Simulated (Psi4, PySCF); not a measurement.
The PySCF input:
```python
from pyscf import gto, scf, dft

mol = gto.M(
    atom='''
C     0.317138    0.547825   -0.195408
C    -0.035997   -0.708691    0.061981
O     0.812366    1.629497    0.083593
O    -1.139686   -1.345816    0.023272
H     0.931714   -1.304253   -0.054351
''',
    basis='6-31g*',
    charge=-1,
    spin=0,
    verbose=4,
)

mf = dft.RKS(mol)
mf.xc = 'bhandhlyp'
mf.grids.atom_grid = (99, 590)
mf.grids.prune = None
mf.kernel()
```

### Question
Give the equivalent Psi4 input.

### Answer
This is not unique; one that fits is 
```
memory 2 GB

molecule {
-1 1
C     0.31713830    0.54782505   -0.19540831
C    -0.03599745   -0.70869134    0.06198081
O     0.81236598    1.62949696    0.08359265
O    -1.13968581   -1.34581562    0.02327185
H     0.93171368   -1.30425298   -0.05435090
}

set {
  basis 6-31g*
  scf_type pk
  puream true
  d_convergence 1e-8
  dft_radial_points 99
  dft_spherical_points 590
}

energy('bhhlyp')
print_variables()
```

Both were run: PySCF gave -227.056880 Eh and Psi4 -227.056880 Eh, 0.000 mEh apart.
